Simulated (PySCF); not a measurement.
**Excitation energy of Cu(2+) by level of theory**

Cu(2+) [Ar] 3d9 (2D) → Cu(2+) [Ar] 3d8 4p1 (high-spin determinant), as a difference of total energies. Calculation: PySCF 2.14, in x2c-TZVPPall with one added diffuse shell each of s, p, d, f type (7s6p5d3f1g, 80 functions); scalar relativity by spin-free X2C-1e. Correlated levels: valence: [Ar] frozen. The calculations carry no spin-orbit coupling.

```tsv
method	excitation energy (eV)
UHF	12.952
MP2 (valence)	15.096
SCS-MP2 (valence)	14.994
CCSD (valence)	14.612
CCSD(T) (valence)	14.669
```

Task: How much does correlation contribute at CCSD(T) (valence)?

Result: 14.669 − (12.952) = 1.717 eV, measured against UHF.

The determinant of the upper state mixes LS terms, which raises its energy above the lowest term, most at the Hartree-Fock and MP2 levels.
